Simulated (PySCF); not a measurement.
WO2FCl, SMILES [O]=[W](=[O])([F])[Cl], multiplicity 1. Atoms are numbered in the order given.

```xyz
5

W      0.0283    -0.1983     0.0000
O      0.9374    -0.6674    -1.3622
O      0.9374    -0.6674     1.3622
F     -1.6036    -1.1054     0.0000
Cl    -0.1566     2.0764     0.0000
```

Geometry: B3LYP-D3(BJ)/def2-SVP. The spin state was assumed, not searched. The structure was generated by enumeration; whether it is a known compound was not checked. The def2 effective core potentials stand for the cores of W; spin–orbit coupling is left out.

Level of theory: TDA-PBE/def2-SVPD (PySCF 2.14.0).

Vertical excitations. Isolated molecule, no solvent. State labels are in the subgroup Cs.

### Question
Estimate the UV-visible absorptions. (Estimate from the structure and the level; the computed values follow.)

### Answer

```tsv
state	symmetry	energy (eV)	λ (nm)	f	main pairs
S1	A"	4.55	272	0.005	HOMO→LUMO 94 %
S2	A'	4.93	251	0.000	HOMO→LUMO+1 94 %
S3	A"	5.03	246	0.000	HOMO−1→LUMO 99 %
S4	A'	5.29	234	0.014	HOMO−2→LUMO 76 %, HOMO−1→LUMO+1 16 %
S5	A"	5.52	225	0.000	HOMO→LUMO+2 82 %, HOMO−2→LUMO+1 17 %
S6	A'	5.59	222	0.005	HOMO−3→LUMO 64 %, HOMO−1→LUMO+1 32 %
S7	A"	5.68	218	0.002	HOMO−2→LUMO+1 69 %, HOMO→LUMO+2 14 %
S8	A'	5.88	211	0.025	HOMO−1→LUMO+1 31 %, HOMO−2→LUMO+2 28 %, HOMO−3→LUMO 24 %, HOMO−2→LUMO 7 %
S9	A"	6.11	203	0.000	HOMO−3→LUMO+1 45 %, HOMO−1→LUMO+2 36 %, HOMO−5→LUMO 16 %
S10	A"	6.16	201	0.000	HOMO−5→LUMO 63 %, HOMO−1→LUMO+2 34 %
T1	A"	4.14	299	0	HOMO→LUMO 98 %
T2	A'	4.57	271	0	HOMO→LUMO+1 94 %
T3	A'	4.84	256	0	HOMO−2→LUMO 92 %
T4	A"	4.85	255	0	HOMO−1→LUMO 98 %
```
Triplets are in the Tamm–Dancoff approximation.
